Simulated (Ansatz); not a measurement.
C$_{7}$H$_{8}$, charge -1, doublet (typed; the unrestricted solution is spin-contaminated), geometry from GFN2-xTB (a state made from the parent by changing its charge; the spin is typed, not shown lowest) (a gas-phase anion, which may not be bound at this level); Ansatz (a program for electronic structure) with MP2/STO-3G.

The Ansatz input:
Ansatz 0.2 input:
```yaml
crystal:
  periodic: [false, false, false]
  atoms:
    - {symbol: C, position_ang: [-2.41615025, -0.09423761, -0.00084847]}
    - {symbol: C, position_ang: [-0.90462916, -0.03208013, 0.01248811]}
    - {symbol: C, position_ang: [-0.18097146, -1.20077251, 0.17651586]}
    - {symbol: C, position_ang: [1.27323905, -1.14762615, 0.16375845]}
    - {symbol: C, position_ang: [1.89363258, 0.07121865, -0.01076607]}
    - {symbol: C, position_ang: [1.18091207, 1.24199321, -0.17367270]}
    - {symbol: C, position_ang: [-0.27325447, 1.18543425, -0.16052647]}
    - {symbol: H, position_ang: [-2.85140215, 0.85506076, 0.31761786]}
    - {symbol: H, position_ang: [-2.78313519, -0.88166934, 0.66088217]}
    - {symbol: H, position_ang: [-2.78714768, -0.30896622, -1.00851697]}
    - {symbol: H, position_ang: [-0.68088180, -2.15518212, 0.31436607]}
    - {symbol: H, position_ang: [1.84419607, -2.06290847, 0.29119789]}
    - {symbol: H, position_ang: [2.98647873, 0.11212851, -0.02001269]}
    - {symbol: H, position_ang: [1.67974013, 2.19709992, -0.31030067]}
    - {symbol: H, position_ang: [-0.84451843, 2.10085878, -0.28692584]}
basis:
  gaussian:
    orbitals: STO-3G
total_charge: -1
magnetization: {spin_polarized: true, initial_magnetization: 1}
correlation: {method: mp2}
```

What the program printed (banner, timings and long lists left out):

```
Functional definition: HF
607 factors; integrals over basis functions are off by at most 3.9e-5 eV
mean field evaluation 1: about -7242.8390 eV, gradient 1.5e1 eV
mean field evaluation 2: about -7243.2160 eV, gradient 1.5e1 eV
mean field evaluation 4: about -7245.1154 eV, gradient 2.4e0 eV
mean field evaluation 8: about -7245.2785 eV, gradient 9.3e-4 eV
mean field evaluation 16: about -7245.2093 eV, gradient 7.2e-1 eV
mean field -7245.27557312 eV, -266.2589662880 hartree, gradient 2.1e-6 eV, S^2 0.916869; 3 other end points of the search recorded, 0 dependent functions left out
7 core orbitals not correlated
reference -7245.27557312 eV, -266.2589662880 hartree; 19, 18 occupied and 17, 18 virtual orbitals, 607 factors
second order -9.80889899 eV of doubles, -0.00000000 eV of singles
Total energy: -7255.08447211 eV, -266.6194366772 hartree
```
